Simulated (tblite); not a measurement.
Compound: C₃H₅ClO₂S.
Numbering: `[CH2:1]=[C:2]([CH3:3])[S:4](=[O:5])(=[O:6])[Cl:7]` (hydrogens: H8, H9 on C1; H10, H11, H12 on C3)

Structure used (GFN2-xTB), in Å, numbered top down from 1:
```xyz
12
C3H5ClO2S angstrom
C      0.4400    1.5774   -0.1594
C     -0.0747    0.3718   -0.0796
C     -1.4486   -0.1164    0.1335
S      1.0815   -0.9897   -0.2383
O      2.4029   -0.5377   -0.5296
O      0.5200   -2.0424   -1.0218
Cl     1.1102   -1.6596    1.6925
H      1.4979    1.6971   -0.3173
H     -0.1578    2.4707   -0.0767
H     -1.6700   -0.8817   -0.6091
H     -2.1746    0.6901    0.0625
H     -1.5257   -0.5801    1.1173
```

Computed with GFN2-xTB (tblite): harmonic, unscaled wavenumbers at the GFN2-xTB geometry, gas phase. The method is semi-empirical: single wavenumbers can be off by several per cent or more. One conformer, not necessarily the lowest.

Harmonic wavenumbers (cm⁻¹): 52.2, 124.6, 128.8, 194.6, 261.4, 304.7, 319.4, 357.6, 418.4, 452.5, 517.0, 643.9, 693.5, 920.4, 933.4, 995.8, 1040.7, 1122.5, 1178.8, 1283.5, 1366.0, 1391.4, 1437.8, 1453.1, 1745.6, 3006.0, 3030.4, 3043.2, 3095.5, 3136.7.

A = 2373, B = 1691, C = 1507 MHz; mass 139.970 u (most abundant isotopes); point group C1, symmetry number 1.

Zero-point energy?

½Σν̃ = 17325 cm⁻¹ = 207.25 kJ/mol.

What is S at 298.15 K and 1 bar for an ideal gas of classical rigid rotors and harmonic oscillators?

Translation 170.48, rotation 118.68, vibration 92.14: S = 381.3 J/(mol K).

And Cp and H(298.15 K) − H(0)?

Cp = 128.59 J/(mol K), of which vibrations give 95.33 (their classical limit is 30 R = 249.4); H(298.15 K) − H(0) = 24.81 kJ/mol without the zero-point energy, 14.89 from vibrations.

Which modes carry the vibrational entropy at 298.15 K?

52.2 cm⁻¹: 19.80; 124.6 cm⁻¹: 12.67; 128.8 cm⁻¹: 12.40; 194.6 cm⁻¹: 9.14; 261.4 cm⁻¹: 6.91; 304.7 cm⁻¹: 5.82 J/(mol K); the other 24 give 25.41 together.

How do the functions run with temperature in this model?

```
 T (K)  S (J/(mol K))  Cp (J/(mol K))  H − H(0) (kJ/mol)  G − H(0) (kJ/mol)  ln q(vib)
    50          237.8            47.7               1.93              -9.95       0.31
   100          277.1            68.0               4.83             -22.88       1.11
373.15          412.1           146.2              35.12            -118.65       6.57
   500          458.5           170.9              55.30            -173.94       8.99
   750          534.6           204.2             102.53            -298.43      13.39
  1000          596.5           225.5             156.41            -440.06      17.31
```

q(vib) and H(0) count from the zero-point level.

Blend soft modes into free rotors: weight 1/[1 + (100 cm⁻¹/ν̃)⁴] for the oscillator and the rest for a rotor with moment μB/(μ + B), μ = h/(8π²ν), B = 10⁻⁴⁴ kg m². What vibrational entropy results?

86.55 J/(mol K) in place of 92.14, which changes −T·S at 298.15 K by +1.67 kJ/mol.

Hindered rotation and anharmonicity are outside this model. Other conformers, if any are populated, would add a mixing term that is left out. The structure is chiral; the term R ln 2 for an equal mix with its mirror image is left out.
